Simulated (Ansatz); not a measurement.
Species: sum formula Si2N2H7 (charge -1, singlet). It need not be the lowest isomer of its formula. Whether it binds its extra electron was not tested at this geometry. 
Structure (B3LYP-D3(BJ)/def2-TZVP (Ansatz, a quantum-chemistry and plane-wave program) minimum search):
```xyz
11

N     -0.2701     1.5688    -0.9305
Si     1.0027     0.5219    -0.7022
Si    -0.0993    -1.1115     0.6081
N     -1.5347    -0.2480     1.1073
H     -0.0877     2.4371    -1.4239
H      2.2618     0.9544     0.0446
H      1.6585    -0.2068    -1.8726
H      0.6182    -1.6531     1.8153
H     -0.4623    -2.3834    -0.1194
H     -1.5841     0.5953     0.5233
H     -2.4190    -0.7347     1.1119
```
Charge -1, spin multiplicity 1.

Basis-set convergence of Hartree-Fock and MP2 correlation energies (hartree) with Ansatz. Cores are frozen in the correlated levels unless marked. No spin-orbit coupling. Non-relativistic.

| basis | functions | E(HF) | E(corr, MP2) |
|---|---|---|---|
| aug-cc-pV(D+d)Z | 173 | -690.87938 | -0.60519 |
| aug-cc-pV(T+d)Z | 363 | -690.93420 | -0.72451 |
| aug-cc-pV(Q+d)Z | 660 | -690.94733 | -0.76679 |

Extrapolating the two largest sets (X = 3 and 4) as X^-3: E(corr) = (64·(-0.76679) - 27·(-0.72451))/37 = -0.7976 Eh, an estimate of the basis-set limit. The largest set recovers 96.1 % of it, the smallest 75.9 %.
